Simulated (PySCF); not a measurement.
SnH3F, SMILES [SnH3][F].

The structure is a stationary point at B3LYP-D3(BJ)/def2-TZVP. The def2 effective core potentials stand for the cores of Sn; spin–orbit coupling is left out.

Method: TDA-LC-ωPBE/def2-TZVPD in PySCF 2.14.0.

Vertical excitations; the highest root listed may be one member of a degenerate set. The molecule is in vacuum. State labels are in the subgroup Cs.

Task: Estimate the UV-visible absorptions. (The exact figures need the calculation; the answer reports its results.)

Result: 
| state | symmetry | energy (eV) | λ (nm) | f | main pairs |
|---|---|---|---|---|---|
| S1 | A' | 7.43 | 167 | 0.000 | HOMO→LUMO (degenerate set) |
| S2 | A" | 7.43 | 167 | 0.000 | HOMO−1→LUMO (degenerate set) |
| S3 | A" | 8.75 | 142 | 0.271 | HOMO−1→LUMO+1 (degenerate set) |
| S4 | A' | 8.75 | 142 | 0.271 | HOMO→LUMO+1 (degenerate set) |
| S5 | A" | 8.92 | 139 | 0.000 | HOMO→LUMO+2 44 %, HOMO−1→LUMO+3 44 % |
| S6 | A' | 9.02 | 137 | 0.003 | HOMO−3→LUMO (degenerate set) |
| S7 | A" | 9.02 | 137 | 0.003 | HOMO−2→LUMO (degenerate set) |
| S8 | A' | 9.69 | 128 | 0.187 | HOMO−4→LUMO 54 %, HOMO−1→LUMO+2 15 %, HOMO→LUMO+3 14 % |
| S9 | A' | 9.85 | 126 | 0.468 | HOMO−1→LUMO+2, HOMO→LUMO+3 (degenerate set) |
| S10 | A" | 9.85 | 126 | 0.468 | HOMO−1→LUMO+3, HOMO→LUMO+2 (degenerate set) |
| T1 | A" | 6.92 | 179 | 0 | HOMO−1→LUMO (degenerate set) |
| T2 | A' | 6.92 | 179 | 0 | HOMO→LUMO (degenerate set) |
| T3 | A" | 7.14 | 174 | 0 | HOMO−1→LUMO+1, HOMO−1→LUMO+4 (degenerate set) |
| T4 | A' | 7.14 | 174 | 0 | HOMO→LUMO+1, HOMO→LUMO+4 (degenerate set) |
Triplets are in the Tamm–Dancoff approximation.
